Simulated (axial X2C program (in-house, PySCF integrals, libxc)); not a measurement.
# Spectroscopic constants of MoO⁻

Computed with an in-house all-electron X2C program for linear molecules (integrals from PySCF). Spin-free means the one-electron spin-free X2C Hamiltonian; two-component (2c) means X2C with spin–orbit coupling and atomic mean-field two-electron Coulomb and Gaunt terms, so the difference of the two also holds small scalar two-electron terms. Basis: Mo dyall-acv3z [12s13p10d5f3g], O dyall-av3z [7s6p3d2f] (cores contracted in-house); Gaussian nuclei, density fitting, unrestricted open shells. Masses: Mo 97.905 u, O 15.995 u.

The run was started with this input:
```json
{"zs": [42, 8], "q": -1, "bas": ["dyall-acv3z", "dyall-av3z"], "levels": ["PBE0", "HF", "r2SCAN0"], "cc": true, "r0": 1.78, "thr": -1.0, "nmax": 90, "npts": 10, "nst": 2, "ntry": 6}
```
```bash
python so2c.py task.json out
```

Keys: zs atomic numbers; q charge; bas basis sets; levels methods; cc coupled cluster on or off; r0 starting distance in Å; thr threshold in hartree for freezing inner shells (an s shell follows its p shell); nmax most natural virtual spinors; npts points on the curve; nst determinants followed; ntry starts of the search. HF also brings MP2.

State, spin-free: M_S = 5/2, Λ = 0 (beyond evenly filled blocks: σα, π+α, π-α, δ+α, δ-α); electrons by block: σα: 12, σβ: 11, π+α: 6, π+β: 5, π-α: 6, π-β: 5, δ+α: 2, δ+β: 1, δ-α: 2, δ-β: 1. Fragments: Mo + O-.

State, 2c: Ω = 5/2 (⟨Sz⟩ = 2.50, ⟨Lz⟩ = 0.00 at PBE0); electrons by block: 1/2: 17, -1/2: 17, 3/2: 7, -3/2: 7, 5/2: 2, -5/2: 1. Fragments: Mo + O-.

```tsv
Hamiltonian	level	Re (Å)	ωe (cm⁻¹)	ωexe (cm⁻¹)	Be (cm⁻¹)	αe (cm⁻¹)	De (eV)	D0 (eV)	k (mdyn/Å)	μ (D)
2c	PBE0	1.735	839.8	3.37	0.4072	0.00226	4.68	4.63	5.71	-1.09
2c	r2SCAN0	1.737	843.1	3.44	0.4066	0.00222	4.42	4.37	5.76	-1.35
```

Spin-free values that have a 2c row agree with it to the digits that matter (0.001 Å, 0.01 eV) and are not repeated.

Dipoles are positive if O is the positive end and refer to the centre of mass.

The state is one determinant whose occupation by symmetry is held fixed; it was picked as the lowest of a PBE0 search that is not exhaustive. De is counted from the lowest determinant-based energies of the atoms at the same level, without counterpoise correction. Density functionals use the spin component along the axis (collinear). A 2c atom that is not at its ground J level misses part of its spin–orbit lowering, and De is too large by that part (0.04 eV or less for light atoms). This holds for PBE0, r2SCAN0. Other states lie close and PBE0, whose exact exchange favours high spin, may order them wrongly; the determinant shown need not be the ground state. The nearest other 2c determinant of the search, Ω = 1/2, lies 0.20 eV up at the distance of the search. Without a current term, density functionals place determinants with orbital angular momentum somewhat too high. With several unpaired electrons one determinant need not be a pure state. The highest occupied level of some functionals is positive through self-interaction error; at Hartree–Fock it is bound. This is the top spin component of a Σ state; components of lower Ω are not single determinants and can lie lower. The determinant is spin-polarised beyond a pure state at some levels (its spin-free form has ⟨S²⟩ too high), which makes Re and μ there less reliable.

No reliable constants came from CCSD (2c), CCSD (spin-free), CCSD(T) (2c), CCSD(T) (spin-free), HF (2c), HF (spin-free), MP2 (2c), MP2 (spin-free): no minimum in range, unconverged points, a curve that is not smooth, a change of character along it, or the two Hamiltonians disagreeing along it.

Rough cost a point (2c) on 1 thread(s) of a shared host, integrals apart: PBE0 1.4 s, r2SCAN0 1.9 s.

The whole task took 4.8 min on 1 thread of Arm Neoverse V1, with other jobs on the host.
